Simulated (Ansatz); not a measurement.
Geometry optimisation, RKS BLYP-D4/def2-SVP (Ansatz).

Input:

```yaml
crystal:
  periodic: [false, false, false]
  atoms:
    - { symbol: C, position_ang: [-0.61379, -0.65365, 2.2662] }
    - { symbol: O, position_ang: [-0.16307, -0.30881, 0.99143] }
    - { symbol: Zn, position_ang: [0.45763, -1.16823, -0.41462] }
    - { symbol: O, position_ang: [0.97924, -0.38892, -1.93002] }
    - { symbol: C, position_ang: [0.47555, 0.90324, -2.1311] }
    - { symbol: H, position_ang: [-0.8617, 0.28989, 2.76656] }
    - { symbol: H, position_ang: [-1.51402, -1.27533, 2.23292] }
    - { symbol: H, position_ang: [0.15285, -1.16575, 2.8563] }
    - { symbol: H, position_ang: [-0.55815, 0.88778, -2.49577] }
    - { symbol: H, position_ang: [1.11156, 1.34567, -2.90552] }
    - { symbol: H, position_ang: [0.5339, 1.5341, -1.23637] }
basis:
  gaussian: { orbitals: def2-SVP }
hamiltonian:
  xc: blyp
  dispersion: d4
relax:
  f_tol: 0.02
  max_steps: 50
```

Run as:

```bash
$ ansatz run input.yaml --threads 2 --pin off --max-ram 3072MiB --backend cpu --events-out ev --progress --plain --runs-dir out
```

Q: Where does it end, and by what steps?

A: The forces met the threshold. The force dipped under the threshold on the way, but the program's further checks kept it going. After 25 steps the energy has fallen by 0.733 eV; Zn3 moved furthest, 1.45 Å.

```
step  energy less start (eV)  largest force component (eV/Å)  accepted
   0                  0.0000                           1.082       yes
   1                 -0.2913                           0.614       yes
   2                 -0.4326                           0.415       yes
   3                 -0.5154                           0.431       yes
   4                 -0.5894                           0.472       yes
   5                 -0.6640                           0.114       yes
   6                 -0.7016                           0.119       yes
   7                 -0.7195                           0.171       yes
   8                 -0.7012                           0.629        no
   9                 -0.7252                           0.040       yes
  10                 -0.7262                           0.134       yes
  11                 -0.7279                           0.045       yes
  12                 -0.7290                           0.031       yes
  13                 -0.7292                           0.119       yes
  14                 -0.7306                           0.033       yes
  15                 -0.7311                           0.003       yes
  16                 -0.7287                           0.221        no
  17                 -0.7320                           0.032       yes
  18                 -0.7315                           0.121        no
  19                 -0.7324                           0.023       yes
  20                 -0.7327                           0.047       yes
  21                 -0.7328                           0.036       yes
  22                 -0.7331                           0.019       yes
  23                 -0.7332                           0.022       yes
  24                 -0.7333                           0.021       yes
  25                 -0.7333                           0.012       yes
```

```xyz
11
Properties=species:S:1:pos:R:3
C -0.713 -0.886 2.506
O 0.076 0.132 1.916
Zn 0.518 0.150 0.182
O 1.227 0.245 -1.459
C 0.563 0.842 -2.559
H -0.826 -0.661 3.592
H -1.747 -0.957 2.085
H -0.260 -1.906 2.435
H -0.397 0.338 -2.834
H 1.226 0.774 -3.452
H 0.333 1.927 -2.412
```

Whether the end is a true minimum wasn't checked by a vibrational analysis.

Run time: 60 s on 2 threads of Intel(R) Xeon(R) Platinum 8488C (Sapphire Rapids), on a shared host, peak memory 0.19 GiB.
